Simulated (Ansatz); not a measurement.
`O[SiH2][AlH][Cl]` and `C#C[SiH2][AlH][Cl]` differ in one atom or group.

Ansatz, PBE0-D4/def2-TZVP geometries, multiplicity 1. Each molecule was computed in one conformer, which needn't be the lowest.

```tsv
property	`O[SiH2][AlH][Cl]`
LUMO energy (PBE/def2-TZVPP) / eV	-2.79
HOMO–LUMO gap (PBE/def2-TZVPP) / eV	3.67
size of the dipole moment (B3LYP/def2-TZVPP) / D	1.19
HOMO–LUMO gap (ωB97M-V/def2-TZVPP) / eV	9.22
HOMO energy (PBE0/def2-TZVPP) / eV	-7.61
HOMO energy (B3LYP/def2-TZVPP) / eV	-7.42
```

**Question.** Give the same properties after the change, and the shifts. (Best estimate.)

**Answer.** Computed: 
| property | `C#C[SiH2][AlH][Cl]` | shift |
| --- | --- | --- |
| LUMO energy (PBE/def2-TZVPP) / eV | -2.80 | -0.01 |
| HOMO–LUMO gap (PBE/def2-TZVPP) / eV | 3.67 | 0.00 |
| size of the dipole moment (B3LYP/def2-TZVPP) / D | 1.54 | 0.35 |
| HOMO–LUMO gap (ωB97M-V/def2-TZVPP) / eV | 9.17 | -0.05 |
| HOMO energy (PBE0/def2-TZVPP) / eV | -7.55 | 0.06 |
| HOMO energy (B3LYP/def2-TZVPP) / eV | -7.35 | 0.07 |

The zero-point energy changes by 13.3 kJ/mol with +3 modes. Dipoles are sizes alone; their direction can turn.

B3LYP here is the variant with VWN-RPA as its local correlation; programs differ in this.
